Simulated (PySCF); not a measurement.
## Calculated data, CH7BNSi

Calculation on a computer-drawn molecule: optimised geometry and harmonic frequencies of an isolated molecule of the commonest isotopes, restricted reference for singlets and unrestricted otherwise, frozen core in MP2. Program: PySCF 2.14.0.

## CH7BNSi

Start structure:
```xyz
11
CH7BNSi
C      0.7164     1.0516     3.0581
B      1.0954     0.9994     1.6308
N      2.3567     1.5562     1.1942
Si    -0.0219     0.0767     0.2849
H      1.3619     1.0560     3.8585
H     -0.3249     0.9690     3.3810
H      2.6929     1.4351     0.2332
H      2.9508     2.1055     1.8201
H     -1.4276     0.3988     0.4043
H      0.4386     0.2651    -1.0350
H      0.0087    -1.4017     0.4422
```

It was run with charge 0, multiplicity 2, method HF and basis cc-pV(D+d)Z.

It finds rotational constants 8.259, 3.663, 2.613 GHz; total energy -410.0245 hartree; spin squared 0.7629; convergence status largest gradient component 8.295e-06 hartree/bohr.

Drawn bonds:
```tsv
atom	other atom	order
1	2	1
2	3	1
2	4	1
1	5	1
1	6	1
3	7	1
3	8	1
4	9	1
4	10	1
4	11	1
```

Optimised structure:
```xyz
11
CH7BNSi
C      0.7457     0.9920     3.1280
B      1.1386     0.9554     1.6222
N      2.3261     1.5682     1.2078
Si    -0.0481     0.0267     0.2305
H      1.3606     1.4790     3.8834
H     -0.1595     0.5382     3.5195
H      2.6400     1.5835     0.2603
H      2.9464     2.0363     1.8381
H     -1.4078     0.6298     0.1823
H      0.5295     0.1208    -1.1400
H     -0.2244    -1.4182     0.5403
```

Modes:
```tsv
frequency (cm⁻¹)	reduced mass (dalton)
69.61	1.08
197.8	2.477
239.5	1.041
319.5	2.791
341.7	1.675
539.4	3.325
563.2	1.224
593.8	1.207
625.8	1.283
687.2	1.178
728.8	1.784
900.2	1.364
942.3	1.854
999.1	1.118
1027	1.035
1029	1.036
1242	2.65
1392	3.903
1555	1.222
1759	1.207
2261	1.047
2270	1.049
2282	1.023
3250	1.058
3343	1.11
3799	1.052
3906	1.097
```
